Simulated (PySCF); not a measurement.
Electron correlation in Hg(3+) (mercury, charge +3)

Starting occupation: [Xe] 4f14 5d9, 5d3/2 with m_j = -1/2, +1/2, +3/2, 5d5/2 with m_j = -5/2, -3/2, -1/2, +1/2, +3/2, +5/2. Computed with PySCF 2.14 in x2c-TZVPall-2c (11s11p10d2f, 108 functions), with X2C-1e with screened-nucleus spin-orbit coupling, Gaussian nucleus. Frozen: [Kr] 4d10 4f14; 17 electrons correlated; the 34 highest virtual spinors left out.

MP2 pair energies summed by pair of shells (mhartree):

```
       pair  energy  share (%)
5d3/2-5d5/2  -79.73       25.7
5d5/2-5d5/2  -75.17       24.3
5d5/2-5p3/2  -32.87       10.6
5d5/2-5p1/2  -21.07        6.8
5d3/2-5p3/2  -18.50        6.0
5d3/2-5d3/2  -14.58        4.7
5d3/2-5p1/2  -11.76        3.8
5p1/2-5p3/2  -11.73        3.8
5p3/2-5p3/2  -10.70        3.5
5d5/2-5s1/2  -10.31        3.3
5p3/2-5s1/2   -8.28        2.7
5d3/2-5s1/2   -5.22        1.7
5p1/2-5s1/2   -4.30        1.4
5p1/2-5p1/2   -3.32        1.1
5s1/2-5s1/2   -2.31        0.7
```

Total MP2 correlation energy: -309.86 mhartree.

This basis was not built for core-valence correlation, so the inner-shell part is incomplete.
